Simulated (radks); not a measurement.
Q: Excited configurations of Pd IV: one electron is placed in a higher orbital outside [Kr] 4d6. The ground configuration is [Kr] 4d7. All-electron calculation, scalar-relativistic Kohn-Sham, PBE, spin-polarised, spherical densities, finite nucleus; open shells are filled with parallel spins first (spin-orbit coupling, left out, can overturn this in heavy ions); Fermi nuclear charge, rms radius 4.5318 fm. Program: a radial shooting solver on a logarithmic mesh with Libxc functionals. Excitation = E - E(ground); binding = E(ion) - E, where the ion is the core of charge +4; n* = 4/sqrt(2 binding) in atomic units, and the quantum defect is n - n*.

| outer orbital | excitation (eV) | binding (eV) | n* | quantum defect | eigenvalue (eV) | <r> (bohr) |
|---|---|---|---|---|---|---|
| 4f | 31.898 | 15.738 | 3.719 | 0.281 | -12.674 | 3.432 |
| 5p | 17.623 | 30.013 | 2.693 | 2.307 | -26.140 | 2.663 |
| 5d | 28.025 | 19.611 | 3.332 | 1.668 | -16.936 | 3.610 |
| 5f | 36.978 | 10.658 | 4.519 | 0.481 | -9.166 | 6.191 |
| 6f | 40.225 | 7.411 | 5.420 | 0.580 | -6.545 | 9.734 |
| 7s | 36.257 | 11.379 | 4.374 | 2.626 | -10.222 | 7.415 |
| 7d | 39.729 | 7.906 | 5.247 | 1.753 | -7.086 | 9.981 |
| 7f | 42.222 | 5.414 | 6.341 | 0.659 | -4.839 | 13.99 |

Estimate the row for 6p.

A: excitation (eV) 31.668; binding (eV) 15.968; n* 3.692; quantum defect 2.308; eigenvalue (eV) -14.260; <r> (bohr) 5.098. The Delta-SCF ionisation energy is 47.636 eV (NIST Atomic Spectra Database: 46 eV, theoretical). Self-interaction in the functional shifts the binding energies and quantum defects, so they are the method's values and not measured ones. Open shells are spherical and high-spin; term and fine-structure splittings are not resolved.
